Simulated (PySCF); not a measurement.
## Bonding in `NC(=O)[C@@H]1CC(=O)CO1`

Species: C₅H₇NO₃.
Numbering: `[NH2:1][C:2](=[O:3])[C@@H:4]1[CH2:5][C:6](=[O:7])[CH2:8][O:9]1` (hydrogens: H10, H11 on N1; H12 on C4; H13, H14 on C5; H15, H16 on C8)

Structure used (GFN2-xTB), in Å, numbered top down from 1:
```
atom  x, y, z in Å
N1     2.099   -0.801   -0.474
C2     1.567   -0.004    0.468
O3     2.000    0.118    1.590
C4     0.334    0.781   -0.034
C5    -0.656    1.013    1.104
C6    -1.712   -0.040    0.873
O7    -2.638   -0.318    1.579
C8    -1.368   -0.704   -0.452
O9    -0.357    0.070   -1.055
H10    2.911   -1.356   -0.263
H11    1.659   -0.870   -1.376
H12    0.700    1.711   -0.482
H13   -0.176    0.886    2.076
H14   -1.117    2.001    1.074
H15   -1.025   -1.729   -0.248
H16   -2.228   -0.750   -1.124
```

Bond orders from the PBE0/pcSseg-1 density (PySCF). One conformer (not necessarily the lowest) at the GFN2-xTB geometry, without solvent, vibrations or thermal averaging.

(1) How far do the computed orders between heavy atoms stray from the drawn ones?

(2) Set the Mayer orders of the bonds beside their lengths.

Results:

(1) The largest departure is 0.233, at N1–C2 (drawn single, 1.233). Drawn single, order above 1.12: N1–C2 (1.233).

(2) 
```json
{"bond": "N1–C2", "drawn as": "single", "length (Å)": "1.343", "Mayer order": "1.233"}
{"bond": "C2–O3", "drawn as": "double", "length (Å)": "1.209", "Mayer order": "1.937"}
{"bond": "C2–C4", "drawn as": "single", "length (Å)": "1.545", "Mayer order": "0.881"}
{"bond": "C4–C5", "drawn as": "single", "length (Å)": "1.526", "Mayer order": "1.021"}
{"bond": "C5–C6", "drawn as": "single", "length (Å)": "1.510", "Mayer order": "0.975"}
{"bond": "C6–O7", "drawn as": "double", "length (Å)": "1.197", "Mayer order": "2.044"}
{"bond": "C6–C8", "drawn as": "single", "length (Å)": "1.521", "Mayer order": "0.948"}
{"bond": "C8–O9", "drawn as": "single", "length (Å)": "1.409", "Mayer order": "0.915"}
{"bond": "O9–C4", "drawn as": "single", "length (Å)": "1.424", "Mayer order": "0.905"}
{"bond": "N1–H10", "drawn as": "single", "length (Å)": "1.006", "Mayer order": "0.929"}
{"bond": "N1–H11", "drawn as": "single", "length (Å)": "1.006", "Mayer order": "0.918"}
{"bond": "C4–H12", "drawn as": "single", "length (Å)": "1.095", "Mayer order": "0.926"}
{"bond": "C5–H13", "drawn as": "single", "length (Å)": "1.092", "Mayer order": "0.909"}
{"bond": "C5–H14", "drawn as": "single", "length (Å)": "1.090", "Mayer order": "0.923"}
{"bond": "C8–H15", "drawn as": "single", "length (Å)": "1.101", "Mayer order": "0.923"}
{"bond": "C8–H16", "drawn as": "single", "length (Å)": "1.092", "Mayer order": "0.940"}
```

Bonds between the same two heavy elements. C–O: lowest O9–C4 (0.905, 1.424 Å), highest C6–O7 (2.044, 1.197 Å). C–C: lowest C2–C4 (0.881, 1.545 Å), highest C4–C5 (1.021, 1.526 Å); in 2 of the 6 pairs the longer bond (by over 0.003 Å) has the higher order (by 0.02 or more).

Question: Sum the orders of all bonds at each heavy atom with more than one neighbour and set the sums beside the valence in the SMILES.

Answer: N1 3.080 (drawn 3), C2 4.051 (drawn 4), C4 3.733 (drawn 4), C5 3.828 (drawn 4), C6 3.967 (drawn 4), C8 3.726 (drawn 4), O9 1.820 (drawn 2). Orders between atoms that aren't bonded are not in these sums.

Mayer orders depend on the basis set.

The run behind these numbers computed NMR shieldings as well. The run took 58 s on one thread, x86-64 server, on a shared host.
